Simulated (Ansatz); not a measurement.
Reaction (adduct formation): H₂O + aluminium trichloride → `[OH2+][Al-]([Cl])([Cl])[Cl]`

Calculated with Ansatz (gas phase, PBE0-D4/def2-TZVP geometries, no zero-point term in ΔE). CBS: MP2 limit from def2 TZ/QZ plus the TZ coupled-cluster correction, frozen cores. This one scheme is used for every species. Functionals use def2-TZVPP. Each species was taken in one conformer, which may not be the lowest.

```json
{"level": "revPBE", "ΔE (kJ/mol)": "-90.3"}
{"level": "HF/def2-QZVPP", "ΔE (kJ/mol)": "-107.5"}
```

Task: What does CCSD(T)/CBS give? (Best estimate.)

Result: Computed: -118.4 kJ/mol. The listed levels differ from it by 28.1, 10.9 kJ/mol.

Task: What do rigid-rotor, harmonic-oscillator terms from PBE0-D4/def2-TZVP frequencies (298.15 K, 1 bar) make of the CCSD(T)/CBS value? (Best estimate.)

Result: Ansatz gave: ΔZPE = +10.5 kJ/mol, ΔH = -110.8 kJ/mol, ΔS = -125 J/(mol·K), ΔG = -73.5 kJ/mol.

Largest T1 diagnostic among the species: 0.008.

From r2SCAN to r2SCAN0 (25 % exact exchange), in def2-TZVPP and without D4, ΔE moves by −3.4 kJ/mol. In def2-TZVPP, CCSD(T) changes the Hartree–Fock value by −9.1 kJ/mol (the triples alone add −1.3 kJ/mol) and MP2 by −11.3 kJ/mol. Leaving LDA and LC-ωPBE aside and taking each functional with its dispersion term where it has one, the values, not all of them listed here, spread over 20.4 kJ/mol, from r2SCAN0-D4 to BLYP-D4. LDA lies −35.4 kJ/mol from PBE without D4.
